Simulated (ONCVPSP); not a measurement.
S: excitation energies, all-electron against ONCV

S (Z = 16), optimised norm-conserving Vanderbilt (ONCV), made with ONCVPSP 4.0.1 (LDA (Perdew-Wang 92), scalar-relativistic). Core [Ne], reference 3s1 3p5. Waves: 3s: rc 1.35 bohr, ncon 5, nbas 8, qcut 6.1 1/bohr, 3 projectors, debl 2.1 Ha; 3p: rc 1.65 bohr, ncon 4, nbas 7, qcut 4 1/bohr, 2 projectors, debl 0.8 Ha. Local part: polynomial inside 1.25 bohr (lpopt 5, dvloc0 -1 Ha). Core correction: none.

Energies are relative to the spin-unpolarised reference configuration 3s1 3p5; without spin polarisation the order of configurations can differ from experiment.

```csv
valence configuration,charge,ΔE all-electron (eV),error AE − PS (meV)
3s2 3p4,0,-10.242,+3.2
3s2 3p3,+1,1.616,+1.7
```

Question: What are ΔE and the potential's error for 3s2 3p2?

Answer: ΔE = 23.986 eV all-electron; the error (AE − PS) is +14 meV.

Question: What are ΔE and the potential's error for 3s2 3p0?

Answer: ΔE = 105.121 eV all-electron; the error (AE − PS) is +260 meV.

Levels in the configuration 3s2 3p4:

```csv
level,all-electron (eV),pseudo (eV)
3s,-17.281,-17.288
3p,-7.107,-7.109
```

Note: ghosts flagged at negative energy: s at -224.3 eV; no localised positive-energy state flagged. A true bound ghost makes a file unfit for plane-wave use.
